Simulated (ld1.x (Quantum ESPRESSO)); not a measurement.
**What one change does to a pseudopotential (phosphorus, TM)**

```json
{
 "Element": "P",
 "Generator": "ld1.x (Quantum ESPRESSO) 7.5",
 "Type": "norm-conserving Troullier–Martins (Kleinman–Bylander form)",
 "Functional": "BLYP",
 "Relativity": "scalar-relativistic",
 "Frozen core": "[Ne]",
 "Valence charge": "5",
 "Reference configuration": "3s2 3p2 (charge +1)",
 "Partial waves": "3p (bound): rc 1.80 bohr; 3d channel at 0.4 Ry: rc 1.90 bohr; 3s (bound): rc 1.35 bohr",
 "Local potential": "the s channel",
 "Core correction": "a·sin(br)/r model core, default radius (core density twice the valence density)"
}
```

Change: wave 3p (bound): rc 1.80 bohr becomes 3p (bound): rc 2.64 bohr.

Cutoffs: the cutoffs (Ry, on a coarse ladder) from which the occupation-weighted sum of valence levels, in a spherical-Bessel basis at the reference potential, stays within 10 and 1 mRy of its value at 400 Ry; they do not see the model core or the augmentation charge, which bear on the density cutoff. Errors are all-electron minus pseudo energies relative to the spin-unpolarised reference configuration.

Q: Predict the effect on cutoff, ghosts and configuration errors.

A: The potential gets neither clearly harder nor softer (35 Ry and 70 Ry → 35 Ry and 70 Ry); of the 7 tests that both files solve, the error grows in 1 and shrinks in 3 by more than 15 % and 0.3 meV (median size 5.1 → 4.7 meV); neither file shows a bound ghost.

```csv
quantity,base,changed
"cutoff, loose",35 Ry,35 Ry
"cutoff, tight",70 Ry,70 Ry
bound ghosts,none,none
"error for 3s2 3p3, meV [ΔE -9.58 eV]",+4.6,+4.0
"error for 3s2 3p1, meV [ΔE 19.01 eV]",+9.0,+4.7
"error for 3s2 3p0, meV [ΔE 48.68 eV]",+53,+20
"error for 3s2 3p3.3, meV [ΔE -10.84 eV]",+6.2,+5.6
"error for 3s0 3p5, meV [ΔE 7.68 eV]",-5.1,+4.7
"error for 3s2 3p2.5, meV [ΔE -5.88 eV]",+1.7,+1.4
"error for 3s1 3p4, meV [ΔE -1.02 eV]",+0.6,+1.5
```
